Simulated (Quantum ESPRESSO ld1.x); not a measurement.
Species: the europium ion Eu25+. Configuration: [Kr] 4d2 (the NIST ground configuration).

Calculated with ld1.x of Quantum ESPRESSO 7.5: scalar-relativistic Kohn-Sham, LDA (Slater exchange, Perdew-Zunger correlation), spin-polarised, spherical densities, point nucleus; open shells are filled with parallel spins first.

Energy parts (eV):
total: -287078.7
kinetic: 308100.3
electron-nucleus: -668553.4
Hartree: 78935.8
exchange-correlation: -5561.4

Orbitals (lengths in bohr, moments of r in powers of bohr):
| orbital | occ. | eigenvalue (eV) | <r^2> | <r> | <1/r> |
|---|---|---|---|---|---|
| 1s up | 1 | -49127.6 | 0.0006801 | 0.02233 | 70.18 |
| 1s down | 1 | -49127.6 | 0.0006801 | 0.02233 | 70.18 |
| 2s up | 1 | -8740.49 | 0.01068 | 0.09513 | 16.27 |
| 2s down | 1 | -8738.94 | 0.01068 | 0.09513 | 16.27 |
| 2p up | 3 | -7878.74 | 0.008586 | 0.08388 | 15.23 |
| 2p down | 3 | -7877.47 | 0.008585 | 0.08387 | 15.23 |
| 3s up | 1 | -2523.36 | 0.07028 | 0.2481 | 6.004 |
| 3s down | 1 | -2522.28 | 0.07022 | 0.2480 | 6.005 |
| 3p up | 3 | -2255.13 | 0.07007 | 0.2460 | 5.661 |
| 3p down | 3 | -2253.99 | 0.07001 | 0.2459 | 5.662 |
| 3d up | 5 | -1900.53 | 0.05841 | 0.2232 | 5.380 |
| 3d down | 5 | -1899.09 | 0.05836 | 0.2232 | 5.380 |
| 4s up | 1 | -1044.68 | 0.3071 | 0.5230 | 2.755 |
| 4s down | 1 | -1040.48 | 0.3073 | 0.5231 | 2.754 |
| 4p up | 3 | -948.008 | 0.3285 | 0.5393 | 2.596 |
| 4p down | 3 | -943.856 | 0.3289 | 0.5396 | 2.595 |
| 4d up | 2 | -815.936 | 0.3437 | 0.5486 | 2.413 |
| 4d down | 0 | -811.824 | 0.3443 | 0.5490 | 2.412 |

The highest occupied level is 4d up at -815.94 eV. For comparison, the ionisation energy in NIST's Atomic Spectra Database is 838 eV (theoretical). In exact Kohn-Sham theory the highest level is minus the ionisation energy, but local and semilocal functionals leave it too shallow, through self-interaction and a potential that decays too fast; potentials with the right tail come closer.
